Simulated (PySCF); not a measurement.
**Four-centre ligand exchange**

Start structure (SiH$_{3}$OF$_{3}$, closed shell), relaxed at PBE0-D4/def2-TZVP:

```xyz
8
angstrom
Si -1.1400 -0.0382 0.2798
F -0.4819 -1.4711 0.2958
F -0.8033 0.6935 -1.0762
F -0.6566 0.8141 1.5059
H -2.5925 -0.2016 0.3637
H 2.1053 -0.6740 -0.0956
O 1.8105 0.2334 0.0140
H 1.9161 0.6421 -0.8486
```

The step: SiHF₃ ([F][SiH]([F])[F]) + H₂O → SiH₂OF₂ ([OH][SiH]([F])[F]) + HF; bonds formed: Si1–O7, F2–H6; bonds broken: Si1–F2, H6–O7. PySCF 2.14 with density fitting (its default auxiliary sets; JK sets also for MP2 and CCSD(T)); basis: def2-TZVPP and def2-QZVPP; cores frozen in the correlated methods. Extrapolation: Hartree–Fock as exp(−7.88 √X), correlation as X^−2.97. Energies below are by CCSD(T) at an estimated basis limit (MP2 extrapolated from triple and quadruple zeta, plus CCSD(T) − MP2 in triple zeta).

What are the electronic barrier and the energy of the step, from the start structure to the end structure? (An estimate is asked for; the value comes from the calculation.)

By the calculation: Barrier 28.04 kcal/mol; step energy 5.19 kcal/mol (uphill); reverse barrier, their difference, 22.86 kcal/mol. Barrier and step energy count from the start structure, the reverse barrier from the end structure.

The saddle point: One imaginary mode of 763i cm⁻¹.
```json
{"pair": "Si1–O7", "start (Å)": "2.97", "saddle (Å)": "1.77", "end (Å)": "1.63"}
{"pair": "F2–H6", "start (Å)": "2.74", "saddle (Å)": "1.22", "end (Å)": "0.93"}
{"pair": "Si1–F2", "start (Å)": "1.58", "saddle (Å)": "1.92", "end (Å)": "3.79"}
{"pair": "H6–O7", "start (Å)": "0.96", "saddle (Å)": "1.14", "end (Å)": "1.74"}
```

Zero-point energy (harmonic, PBE0-D4): ZPE is 25.98 kcal/mol at the start and 25.16 kcal/mol at the saddle, so the barrier goes from 28.04 to 27.22 kcal/mol.

No T1 diagnostic of these runs exceeds 0.012.

The step is the kind of ligand exchange by which a precursor binds to a hydroxyl group, or is hydrolysed, in atomic layer deposition of oxides.

Labels in which every atom is bracketed show which atoms are joined, not bond orders.

For scale, one of the runs: CCSD(T)/def2-TZVPP, 208 basis functions, launched by `OMP_NUM_THREADS=4 python run.py`. The run took 12 min on 4 CPU threads of an Arm Neoverse V2 (shared host), with 3.8 GiB of host memory at its peak.
